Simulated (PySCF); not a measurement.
**AlCu⁻: from constants to spectrum**

UHF-MP2 constants of AlCu⁻, ²Π (doublet), unpaired electrons π ↑ (Al def2-TZVPPD, Cu def2-TZVPPD; no relativity (PySCF 2.14); masses 26.9815 and 62.9296 u):

* ωe: 279.7 cm⁻¹
* ωexe: 1.79 cm⁻¹
* Be: 0.16348 cm⁻¹
* αe: 0.00136 cm⁻¹
* D (centrifugal): 2.23e-07 cm⁻¹

Problem. Give the vibrational terms G(v) and spacings up to v = 6.

Solution. G(v) = ωe(v+½) − ωexe(v+½)².

```tsv
v	G(v) (cm⁻¹)	G(v) − G(v−1)	Bv (cm⁻¹)
0	139.4		0.1628
1	415.5	276.1	0.1614
2	688.1	272.5	0.1601
3	957.0	269.0	0.1587
4	1222.4	265.4	0.1574
5	1484.2	261.8	0.1560
6	1742.4	258.2	0.1546
```

Correlated steps freeze 10 core orbitals. With d or f electrons several states lie close, and the lowest PBE0 determinant need not be the measured ground state.
